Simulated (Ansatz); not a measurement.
Cost and result for the atomization energy of `[SiH3]S[SiH2]S[SiH3]` (13 atoms, 12 bonds).

Cartesian coordinates in Å:
```
Si -1.889 1.225 0.215
S 0.172 1.770 0.459
Si 0.953 0.666 -1.188
S 0.385 -1.388 -1.148
Si 1.035 -1.822 0.850
H -2.235 1.187 -1.228
H -2.670 2.281 0.903
H -2.173 -0.091 0.834
H 2.424 0.823 -1.094
H 0.440 1.183 -2.479
H 1.241 -3.290 0.898
H 0.009 -1.429 1.845
H 2.309 -1.114 1.133
```

Charge 0, multiplicity 1. The geometry is a stationary point of PBE0-D4/def2-TZVP. It is one conformer, not always the lowest. Program: Ansatz. All runs use 2 threads of an AMD EPYC 7R13 on a shared host and a share of an NVIDIA H100 80 GB. Times are those of one run each, without the atoms' runs, and a repeat can differ threefold. Electronic energies, without spin–orbit coupling; frozen cores. CCSD(T)/CBS adds CCSD(T) − MP2 in def2-TZVPP to the MP2 limit, and its time is that of the two runs behind it. T1 = 0.012. B3LYP takes the VWN-RPA correlation (the form of Gaussian; ORCA's B3LYP/G).

CCSD(T)/CBS is a level of theory with its own doubt, some kJ/mol a heavy atom from the limit and from the frozen cores, so smaller differences don't rank the functionals.

| level | functions | wall time |
| --- | --- | --- |
| PBE-D4/def2-TZVPP (with forces) | 322 | 3.3 s |
| B3LYP-D4/def2-TZVPP (with forces) | 322 | 3.6 s |
| ωB97X-V/def2-TZVPP | 322 | 3.6 s |
| PBE0-D4/def2-TZVPP | 322 | 3.8 s |
| B2PLYP/def2-TZVPP | 322 | 4 s |
| r2SCAN-D4/def2-TZVPP (with forces) | 322 | 4.1 s |
| ωB97M-V/def2-TZVPP (with forces) | 322 | 5 s |
| MP2/def2-QZVPP | 590 | 5.5 s |
| CCSD(T)/def2-TZVPP | 322 | 8.6 s |
| CCSD(T)/CBS(def2) | – | 14 s |

Task: What atomization energy does each give, and how far from CCSD(T)/CBS? (An estimate is asked.)

Result: Computed: 
| level | atomization (kcal/mol) | difference from CCSD(T)/CBS | per bond |
| --- | --- | --- | --- |
| PBE-D4/def2-TZVPP (with forces) | 934.5 | -10.8 | -0.9 |
| B3LYP-D4/def2-TZVPP (with forces) | 938.5 | -6.8 | -0.6 |
| ωB97X-V/def2-TZVPP | 953.8 | 8.5 | 0.7 |
| PBE0-D4/def2-TZVPP | 933.3 | -12.0 | -1.0 |
| B2PLYP/def2-TZVPP | 922.6 | -22.7 | -1.9 |
| r2SCAN-D4/def2-TZVPP (with forces) | 944.6 | -0.7 | -0.1 |
| ωB97M-V/def2-TZVPP (with forces) | 947.7 | 2.4 | 0.2 |
| MP2/def2-QZVPP | 933.6 | -11.7 | -1.0 |
| CCSD(T)/def2-TZVPP | 916.0 | -29.3 | -2.4 |
| CCSD(T)/CBS(def2) | 945.3 | 0.0 | 0.0 |

In def2-TZVPP, CCSD(T) changes the Hartree–Fock value by +209.1 kcal/mol (the triples alone add +11.8 kcal/mol) and MP2 by +209.4 kcal/mol; breaking electron pairs costs correlation energy, which Hartree–Fock lacks. The D4 term adds +18.3 kcal/mol with B3LYP and +9.7 kcal/mol with PBE0; it sums over pairs of atoms, weighted by their polarisabilities, and B3LYP, whose exchange is more repulsive, gets the larger term.
